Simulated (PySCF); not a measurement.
Isomers C7H14F2Si:

A. SMILES C[C@@H]1[C@@H](F)CC[Si@@H](C)[C@H]1F
B. SMILES F/C(C(C)(C)C)=C(\[SiH3])CF
C. SMILES C[C@@H]1[C@@H](F)[Si@@H](C)CC[C@@H]1F

Spectrum 1. ¹H NMR (500 MHz, computed): δ 4.38 (m, 1H), 4.32 (m, 1H), 3.80 (m, 1H), 2.38 (m, 1H), 1.98 (m, 1H), 1.65 (m, 1H), 1.39 (d, 3H), 0.88 (m, 1H), 0.59 (m, 1H), 0.29 (d, 3H). ¹³C{¹H} NMR (computed): δ 98.0 (CH), 92.4 (CH), 48.4 (CH), 33.2 (CH2), 17.4 (CH3), 7.6 (CH2), -10.1 (CH3).

Spectrum 2. ¹H NMR (500 MHz, computed): δ 5.02 (m, 1H), 4.78 (m, 1H), 4.40 (m, 1H), 2.84 (m, 1H), 2.15 (m, 1H), 1.85 (m, 1H), 1.05 (m, 1H), 1.00 (d, 3H), 0.88 (m, 1H), 0.21 (d, 3H). ¹³C{¹H} NMR (computed): δ 94.9 (CH), 92.5 (CH), 44.7 (CH), 27.0 (CH2), 10.1 (CH3), 9.4 (CH2), -7.5 (CH3).

Spectrum 3. ¹H NMR (500 MHz, computed): δ 5.59 (m, 2H), 4.24 (s, 3H), 1.23 (s, 9H). ¹³C{¹H} NMR (computed): δ 179.9 (C), 113.8 (C), 82.6 (CH2), 38.9 (C), 29.6 (CH3).

Level of theory: geometry: GFN2-xTB, σ from GIAO-PBE0/pcSseg-1, in PySCF 2.14 (non-relativistic, fast rotation and ring inversion assumed for equivalent nuclei, no solvent model, one computed conformer).

Scale: ¹H and ¹³C against TMS (reference shieldings calculated alike). Splittings of carbon signals by F and P are missing where no couplings were computed. Where no couplings were computed, multiplicities follow the n + 1 count of equivalent neighbours, and m marks all less simple cases (inequivalent or close neighbours, rings, F or P nearby). Shifts are as computed. Against solution values, carbons near 30 ppm lie about +3 ppm off and those near 130 ppm about +5 ppm. Of 1211 compounds with measured shifts, 218 miss one by over three times the rms of a fit or turn the order of signals round; such compounds aren't used in these exercises.

Match each spectrum to its structure.

Results:

1–A, 2–C, 3–B.

- Spectrum 1 (A): 7 ¹³C signals; δC 98.0 is an sp3 CH bonded to F; δC 92.4 is an sp3 CH bonded to F and Si.
- Spectrum 2 (C): 7 ¹³C signals; δC 94.9 is an sp3 CH bonded to F; δC 92.5 is an sp3 CH bonded to F and Si.
- Spectrum 3 (B): 5 ¹³C signals; δC 113.8 is a fully substituted alkene carbon; δC 82.6 is an allylic sp3 CH2 bonded to F.
